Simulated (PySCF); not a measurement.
SMILES CS[SiH](C)SC (C3H10S2Si), singlet at its GFN2-xTB optimised geometry (Å):

```
16

Si    -0.8730    -0.7029     0.0000
C     -1.5807    -1.6602    -1.4704
S      1.2834    -0.7029     0.0000
C      1.5761    -0.0643    -1.6754
S     -1.5634    -1.6565     1.7894
C     -0.3624    -1.0466     3.0128
H     -1.2834     0.7029     0.0000
H     -1.1317    -2.6469    -1.5553
H     -2.6509    -1.7938    -1.3534
H     -1.4104    -1.1291    -2.4020
H      1.0626     0.8834    -1.8010
H      2.6472     0.0775    -1.7707
H      1.2310    -0.7872    -2.4071
H      0.6438    -1.2560     2.6653
H     -0.5026     0.0193     3.1597
H     -0.5619    -1.5807     3.9354
```

Method: PBE0/def2-TZVP in PySCF. Cells within 0.4 Å of a nucleus heavier than hydrogen are left out (blank, or x).

Map of the Laplacian of the electron density (e/bohr⁵), clipped to [-1.50, 1.50] on the plane z = 0.0 Å:

```
|555555555555555555555555555|
|555555555555555555555555555|
|555555555555555555555555555|
|555555555555555555555555555|
|555555555555555555555555555|
|555555555555555555555555555|
|555555555555555555555555555|
|555555555555555555555555555|
|555555555555555555555555555|
|555555555555555555555555555|
|555555540145555555555555555|
|555555540145555555555555555|
|555555543345555555555555555|
|555555544565555544445555555|
|555555559999544449994555555|
|555555569xxx94439xxx5455555|
|555555569xxx94439xxx5455555|
|5555555599x9644459x93555555|
|555555555796555543334555555|
|555555555555555554445555555|
|555555555555555555555555555|
|555555555555555555555555555|
|555555555555555555555555555|
|555555555555555555555555555|
|555555555555555555555555555|
|555555555555555555555555555|
|555555555555555555555555555|
```
Scale: ten equal steps from -1.50 (start of '0') to 1.50 (end of '9'), in the order '0123456789'; x runs from -3.50 to 3.50, y from -3.50 (bottom) to 3.50 (top).
